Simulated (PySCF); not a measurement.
Compound: C4H6F2NO (doublet state).
Z-matrix (Å and degrees, GFN2-xTB geometry), rows numbered from 1:
```
C 
C   1  1.3907
N   2  1.2992  1  126.63
C   2  1.5183  1  118.15  3   177.22
O   4  1.4267  2  111.77  1   -63.14
C   5  1.3464  4  114.71  2   -62.87
F   6  1.3636  5  111.75  4    88.30
F   6  1.3410  5  108.85  4  -155.68
H   1  1.0767  2  120.77  3    -0.04
H   1  1.0749  2  121.04  3  -177.21
H   3  1.0177  2  113.88  1    -2.32
H   4  1.0906  2  111.08  1    53.38
H   4  1.0957  2  108.92  1   174.79
H   6  1.1067  5  114.58  4   -33.29
```

The hyperfine couplings belong to this conformer and change with its torsions.

As a line formula: `[H]/N=C(\[CH2])COC(F)F` [radical].

Level of theory: PySCF 2.14.0, UKS B3LYP, pcH-1 on C F H N O, non-relativistic, mean-field spin-orbit, GIAO. One conformer (not necessarily the lowest) at the GFN2-xTB geometry, without solvent, vibrations or thermal averaging. Couplings are sensitive to structure, and on GFN2-xTB geometries they can be far from those on DFT ones. Stability of the SCF solution: not tested. ⟨S²⟩ is 0.776 where a pure state has 0.75.

The largest Mulliken spin populations are on C1 (+0.81), N3 (+0.49) and C2 (-0.22). The positive populations add up to 1.31 and the negative ones to -0.31, together 2S = 1. The angles at C1 add up to 359.9°, so it is planar; its axial dipolar tensor and the negative couplings of its protons fit spin in a p orbital normal to that plane.

**Question.** Find Q in a(H) = Q·ρ(C) for the protons on the planar carbons that carry spin.

**Answer.** 
| H | C | ρ(C) | a(H) (G) | a/ρ (G) |
| --- | --- | --- | --- | --- |
| H9 | C1 | +0.812 | -17.09 | -21.1 |
| H10 | C1 | +0.812 | -17.65 | -21.7 |

These protons share one ρ (within 0.01), so their mean ratio, Q = -21.4 G, is no test of linearity. In every row coupling and population have opposite signs.

Couplings in gauss use g_iso = 2.0034.
